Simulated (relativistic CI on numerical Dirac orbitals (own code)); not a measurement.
**Tl LXXX: computed level list**

Calculated at this level of theory: Dirac-Coulomb-Breit CI, KLI orbitals optimised for each configuration, model QED, unscaled Slater integrals (own radial code, finite nucleus).

Configuration list: 1s², 1s2s, 1s2p, 1s3s, 1s3p, 1s3d, 1s4s, 1s4p, 1s4d, 1s4f, 1s5s, 1s5p, 1s5d, 1s5f, 1s5g, 1s6s, 1s6p, 1s6d, 2s². Levels of other configurations are missing.

| No. | Configuration | Term | J | E (eV) | % | Next component (%) | Landé g |
| --- | --- | --- | --- | --- | --- | --- | --- |
| 1 | 1s² | ¹S | 0 | 0.0 | 100 |  |  |
| 2 | 1s2s | ³S | 1 | 71972.6 | 100 |  | 1.841 |
| 3 | 1s2p | ³P° | 1 | 72102.2 | 67 | 33 ¹P° | 1.176 |
| 4 | 1s2s | ¹S | 0 | 72159.0 | 100 |  |  |
| 5 | 1s2p | ³P° | 0 | 72163.4 | 100 |  |  |
| 6 | 1s2p | ³P° | 2 | 74488.1 | 100 |  | 1.402 |
| 7 | 1s2p | ¹P° | 1 | 74543.8 | 67 | 33 ³P° | 1.171 |
| 8 | 1s3s | ³S | 1 | 86058.6 | 100 |  | 1.860 |
| 9 | 1s3p | ³P° | 1 | 86092.6 | 67 | 33 ¹P° | 1.194 |
| 10 | 1s3s | ¹S | 0 | 86108.2 | 100 |  |  |
| 11 | 1s3p | ³P° | 0 | 86108.5 | 100 |  |  |
| 12 | 1s3p | ³P° | 2 | 86803.6 | 100 |  | 1.421 |
| 13 | 1s3d | ³D | 2 | 86813.1 | 60 | 40 ¹D | 1.020 |
| 14 | 1s3d | ³D | 1 | 86818.7 | 100 |  | 0.537 |
| 15 | 1s3p | ¹P° | 1 | 86820.6 | 67 | 33 ³P° | 1.202 |
| 16 | 1s3d | ³D | 3 | 87008.7 | 100 |  | 1.275 |
| 17 | 1s3d | ¹D | 2 | 87012.5 | 60 | 40 ³D | 1.087 |
| 18 | 1s4s | ³S | 1 | 90868.8 | 100 |  | 1.866 |
| 19 | 1s4p | ³P° | 1 | 90882.4 | 67 | 33 ¹P° | 1.201 |
| 20 | 1s4p | ³P° | 0 | 90888.7 | 100 |  |  |
| 21 | 1s4s | ¹S | 0 | 90888.7 | 100 |  |  |
| 22 | 1s4p | ³P° | 2 | 91179.6 | 100 |  | 1.428 |
| 23 | 1s4d | ³D | 2 | 91183.7 | 60 | 40 ¹D | 1.027 |
| 24 | 1s4d | ³D | 1 | 91186.0 | 100 |  | 0.549 |
| 25 | 1s4p | ¹P° | 1 | 91186.8 | 67 | 33 ³P° | 1.214 |
| 26 | 1s4d | ³D | 3 | 91266.8 | 100 |  | 1.282 |
| 27 | 1s4f | ³F° | 3 | 91266.9 | 57 | 43 ¹F° | 0.995 |
| 28 | 1s4f | ³F° | 2 | 91268.0 | 100 |  | 0.696 |
| 29 | 1s4d | ¹D | 2 | 91268.4 | 60 | 40 ³D | 1.097 |
| 30 | 1s4f | ³F° | 4 | 91306.9 | 100 |  | 1.209 |

Energies count from the lowest computed level; ° marks odd parity.

The mean weight of the leading LS term, summed over parents, in these 30 levels is 87 %, and that of the leading jj configuration (from the same eigenvectors) 100 %, so jj coupling describes them better and the LS labels are nominal.

At this charge energies of transitions that change n are usually good to better than 1 %, and those within a shell (Δn = 0) to a few per cent.

LS names give the leading component of a level, which can be under half, so a name can repeat, a term be missing and a line seem to break the LS rules.
